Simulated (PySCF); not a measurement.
Species: C4H6N2S.
Geometry (PBE0-D3(BJ)/def2-SVP, Å), atoms numbered from 1 in this order:
```
atom  x, y, z in Å
N1    -1.6567   -0.0848   -1.0251
C2    -1.0547   -0.4032    0.2541
C3     0.3968   -0.0245    0.2676
C4     1.2897   -0.2227   -0.8308
N5     2.5371    0.1451   -0.6602
S6     2.7197    0.7675    0.8650
C7     1.0836    0.5473    1.3112
H8    -2.6153   -0.4215   -1.0672
H9    -1.6866    0.9234   -1.1636
H10   -1.1331   -1.4954    0.3996
H11   -1.5476    0.0551    1.1368
H12    0.9803   -0.6465   -1.7901
H13    0.6978    0.8368    2.2892
```

All values: CAM-B3LYP/def2-SVPD (PySCF, non-relativistic), on one gas-phase PBE0-D3(BJ)/def2-SVP geometry that isn't relaxed in the solvent. The solvent is an IEF-PCM continuum (Bondi radii, 1.10 Å for H, scaled by 1.2), and excitations are vertical TDDFT with non-equilibrium linear response and a frozen core. The model holds no explicit solvent molecules, cavitation or dispersion.

```tsv
run	E − E(gas) (kJ/mol)	HOMO (eV)	HOMO–LUMO gap (eV)	dipole (D)	lowest singlet (eV)	static polarisability (au)
gas	0.00	-8.36	8.55	3.94	5.50	78.5
P	-25.05	-8.31	8.45	5.19	5.40	102.7
Q	-21.56	-8.31	8.46	5.00	5.40	99.0
```

The runs were made in chloroform and tetrahydrofuran. Which run belongs to which solvent?

P = tetrahydrofuran, Q = chloroform. The dielectric constants are 4.711 (chloroform), 7.426 (tetrahydrofuran), and the energy falls further as ε rises. The optical constants n² used for the excitations are 2.09, 1.97 in the same order. In this model the ground state sees the solvent through ε alone.

How constant is the ratio of the lowering to (ε − 1)/(2ε + 1)?

```
        solvent  (ε − 1)/(2ε + 1)  E − E(gas) (kJ/mol)  ratio (kJ/mol)  polarisation term (kJ/mol)
     chloroform             0.356               -21.56           -60.5                      -25.06
tetrahydrofuran             0.405               -25.05           -61.8                      -29.87
```

The ratio changes by +2.1 % in size from chloroform to tetrahydrofuran. The polarisation term is half the interaction of the solute with the induced surface charges.

The run took 34 s wall on one thread, Intel Xeon Platinum 8488C (x86_64), on a shared host, and the process peaked at 0.96 GiB of memory. This is the whole response run at CAM-B3LYP/def2-SVPD in tetrahydrofuran, SCF included.
